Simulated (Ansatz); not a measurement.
Diatomic CaH, multiplicity 2 (the spin of the measured ground state). No spin–orbit coupling. Ca is treated without relativity.

D_e counts from the fitted minimum to each atom's lowest state at the same level, without counterpoise.

Correlated levels freeze the inner cores; with def2 sets outer-core shells near the valence are correlated too.

The values were computed with Ansatz (a first-principles code) with Gaussian orbitals. 

Task: One of these levels gives 1.666 eV for the bond energy D_e. Which one is it?
A. r2SCAN/def2-TZVPP
B. BHLYP/def2-TZVPP
C. CCSD/def2-TZVPP

Result: C, CCSD/def2-TZVPP. The others give 2.181 (r2SCAN/def2-TZVPP), 1.875 (BHLYP/def2-TZVPP)
